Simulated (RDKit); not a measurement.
Job for RDKit: UFF on C3H8O (SMILES CCCO), a point of a torsion scan.

```python
from rdkit import Chem
from rdkit.Chem import AllChem, rdDetermineBonds

blocks = [
'''12

C    -1.17966389    0.79295819    0.12142133
C    -0.42675695   -0.46400877   -0.30576196
C     0.95054915   -0.62463877    0.38820598
O     1.28273472    0.40179099    1.29008980
H    -2.18369040    0.77886059   -0.29543895
H    -0.68234365    1.69402021   -0.23408946
H    -1.25401090    0.83987457    1.20513907
H    -1.04202672   -1.33351254   -0.07235392
H    -0.28634092   -0.44496592   -1.38815725
H     0.96154683   -1.53441571    0.99210428
H     1.73802290   -0.71928074   -0.37366060
H     1.30269912    1.23906588    0.81460489
''',
]
mol = None
for b in blocks:
    f = Chem.MolFromXYZBlock(b)
    rdDetermineBonds.DetermineBonds(f, charge=0)
    mol = f if mol is None else Chem.CombineMols(mol, f)
Chem.SanitizeMol(mol)
print(Chem.MolToSmiles(Chem.RemoveHs(mol)))
ff = AllChem.UFFGetMoleculeForceField(mol, vdwThresh=100.0, ignoreInterfragInteractions=False)
e = ff.CalcEnergy()
print(f'UFF energy {e:.6f} kcal/mol')
```

It printed:

```
CCCO
UFF energy 11.309671 kcal/mol
```

The run finished.

Cost: about 0.020 core-seconds (a rough figure).
